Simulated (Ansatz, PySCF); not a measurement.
Si(GeH3)(OH)3 (GeH6O3Si), SMILES O[Si](O)(O)[GeH3]. Atoms are numbered in the order given.

```xyz
11

O     -1.3090     0.8896     1.4975
Si    -0.8794     0.1070     0.1032
O     -1.3702     1.0268    -1.1794
O     -1.6430    -1.3680     0.2062
Ge     1.4563    -0.1601    -0.1702
H     -1.5382     0.3197     2.2380
H     -2.2407     1.4319    -1.0971
H     -1.4569    -2.0039    -0.4909
H      2.0483    -0.9311     1.0267
H      2.1807     1.1924    -0.2775
H      1.7695    -0.9780    -1.4401
```
Charge 0, spin multiplicity 1.

Geometry optimised at PBE0-D3(BJ)/def2-SVP. The values are those of a single conformer.

Two levels are set side by side: PBE-D3(BJ)/def2-SVP (Ansatz, an electronic-structure program) and PBE0-D3(BJ)/def2-SVP (Ansatz). Each level has its own optimised geometry; the coordinates shown are those of the second. Frequencies come from the Hessian of PySCF at each geometry. Differences are taken from unrounded values.

```
quantity                            PBE0-D3(BJ)  PBE-D3(BJ)  PBE-D3(BJ) minus PBE0-D3(BJ)
----------------------------------  -----------  ----------  ----------------------------
mean bond length (Å)                      1.485       1.498                         0.014
bond O1–Si2 (Å)                           1.656       1.673                         0.017
bond Si2–O3 (Å)                           1.653       1.670                         0.017
bond Si2–O4 (Å)                           1.664       1.682                         0.018
bond Si2–Ge5 (Å)                          2.367       2.380                         0.013
bond O1–H6 (Å)                            0.962       0.974                         0.011
bond O3–H7 (Å)                            0.964       0.975                         0.012
bond O4–H8 (Å)                            0.962       0.973                         0.012
bond Ge5–H9 (Å)                           1.542       1.554                         0.012
bond Ge5–H10 (Å)                          1.538       1.550                         0.012
bond Ge5–H11 (Å)                          1.543       1.554                         0.012
highest harmonic wavenumber (cm⁻¹)         3934        3762                          -172
mean harmonic wavenumber (cm⁻¹)            1084        1043                           -41
zero-point energy (kcal/mol)              41.83       40.26                         -1.57
```

GGA bonds tend to be longer and softer than those of functionals with exact exchange. Differences between two approximate levels are no errors against the true value.
